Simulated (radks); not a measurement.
Spherical quantum dot in the effective-mass picture: electrons in a well V = -V0 / (1 + exp((r - R)/a)) with V0 = 11, R = 2.8, a = 0.13, with a point charge +1 (a donor) at the centre, all in effective atomic units (hartree* = m*/eps^2 hartree, bohr* = eps/m* bohr), one dielectric constant everywhere. Method: non-relativistic Kohn-Sham, LDA (Slater exchange, Perdew-Wang correlation), spin-polarised, spherical densities; computed with a radial shooting solver with Libxc functionals. Levels are named by radial order and angular momentum (1s, 1p, 1d, 2s, ...), and open shells are averaged over m.

N = 6, configuration 1s2 1p(up 3, down 1). This is the lowest configuration that the search found. Occupied and some empty levels:

level    occupation  eigenvalue (hartree*)  <r> (bohr*)
1s up             1                -8.3991        1.411
1s down           1                -8.3287        1.399
1p up             3                -7.7620        1.771
1p down           1                -7.6830        1.772
1d up             0                -7.0349        1.931
1d down           0                -6.9573        1.934
2s up             0                -6.9162        1.409
2s down           0                -6.8657        1.416
1f up             0                -6.1563        2.043
1f down           0                -6.0818        2.047

Energy (hartree*): total -56.6965, kinetic 5.2949, external -69.319, Hartree 9.7467, exchange-correlation -2.4194.
